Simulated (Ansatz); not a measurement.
`C#[C][Ti]([F])([Cl])[Cl]` + H₂S → `[F][Ti]([SH])([Cl])[Cl]` + `C#C`  (ligand exchange at a Ti–C bond)

Isolated molecules relaxed with PBE0-D4/def2-TZVP in Ansatz; ΔE leaves out vibrations. CCSD(T)/CBS is the MP2 limit (def2-TZVPP, def2-QZVPP) plus CCSD(T) − MP2 in def2-TZVPP, frozen cores. This one scheme is used for every species. DFT in def2-TZVPP. B3LYP here is the variant with VWN-RPA as its local correlation; programs differ in this. HSE06 is defined as in plane-wave codes. For Ti outer-core shells are correlated without core-valence functions, which leaves a few kJ/mol of doubt a bond. Scalar relativity is left out up to krypton. Each species was taken in one conformer, which may not be the lowest.

`C#[C][Ti]([F])([Cl])[Cl]`:

Cartesian coordinates in Å:
```
C -1.091 -1.806 -0.201
C -0.452 -0.781 -0.072
Ti 0.616 0.888 0.161
F 1.896 0.564 1.283
Cl -0.722 2.413 0.927
Cl 1.406 1.429 -1.785
H -1.653 -2.706 -0.315
```

H₂S:

Cartesian coordinates in Å:
```
S -0.229 0.020 0.575
H 0.039 0.952 -0.351
H 0.191 -0.972 -0.224
```

`[F][Ti]([SH])([Cl])[Cl]`:

Z-matrix (Å, degrees):
```
Ti
S 1 2.261
Cl 1 2.171 2 106.9
F 1 1.736 2 107.5 3 121.7
Cl 1 2.177 2 109.7 3 -119.3
H 2 1.349 1 89.8 3 -144.4
```

`C#C`:

```xyz
4

C    -0.314   -0.177   -0.478
C     0.314    0.177    0.478
H    -0.873   -0.493   -1.327
H     0.873    0.493    1.327
```

```
             level  ΔE (kcal/mol)  difference from CCSD(T)/CBS
       LDA (SPW92)          -18.0                         -1.6
         revPBE-D4          -16.2                          0.2
         r2SCAN-D4          -16.8                         -0.4
            B97M-V          -15.8                          0.6
           PBE0-D4          -16.7                         -0.3
          B3LYP-D4          -16.2                          0.2
        r2SCANh-D4          -16.8                         -0.4
        r2SCAN0-D4          -16.8                         -0.4
          HSE06-D4          -16.7                         -0.3
          BHLYP-D4          -15.9                          0.5
      CAM-B3LYP-D4          -15.9                          0.5
           ωB97X-V          -15.7                          0.7
           ωB97M-V          -16.0                          0.4
          PBE-QIDH          -17.2                         -0.8
               PBE          -16.6                         -0.2
            revPBE          -15.9                          0.5
              PBE0          -16.5                         -0.1
             B3LYP          -15.7                          0.7
           r2SCANh          -16.8                         -0.4
           r2SCAN0          -16.8                         -0.4
             HSE06          -16.5                         -0.1
             BHLYP          -15.3                          1.1
         CAM-B3LYP          -15.7                          0.7
           LC-ωPBE          -16.5                         -0.1
RPA@PBE/def2-TZVPP          -14.0                          2.4
       HF/def2-SVP          -12.3                          4.1
      MP2/def2-SVP          -15.3                          1.1
     CCSD/def2-SVP          -12.3                          4.1
  CCSD(T)/def2-SVP          -13.6                          2.8
     HF/def2-TZVPP          -12.9                          3.5
    MP2/def2-TZVPP          -17.1                         -0.7
SCS-MP2/def2-TZVPP          -15.6                          0.8
   CCSD/def2-TZVPP          -14.0                          2.4
CCSD(T)/def2-TZVPP          -15.2                          1.2
     HF/def2-QZVPP          -13.0                          3.4
    MP2/def2-QZVPP          -17.9                         -1.5
SCS-MP2/def2-QZVPP          -16.3                          0.1
      HF/CBS(def2)          -13.0                          3.4
     MP2/CBS(def2)          -18.4                         -2.0
    CCSD/CBS(def2)          -15.2                          1.2
       CCSD(T)/CBS          -16.4                            0
```

Largest T1 diagnostic among the species: 0.026, so the coupled-cluster value is less sure than usual.

At CCSD(T), def2-SVP lies +2.8 kcal/mol from the extrapolated value and def2-TZVPP +1.2 kcal/mol. In def2-TZVPP, CCSD(T) changes the Hartree–Fock value by −2.3 kcal/mol (the triples alone add −1.2 kcal/mol) and MP2 by −4.3 kcal/mol. Leaving LDA and LC-ωPBE aside and taking each functional with its dispersion term where it has one, the values spread over 1.5 kcal/mol, from PBE-QIDH to ωB97X-V. LDA lies −1.4 kcal/mol from PBE without D4.

CCSD(T)/CBS has its own doubt, a few kJ/mol and more with outer-core shells, so smaller differences from it don't rank the levels.
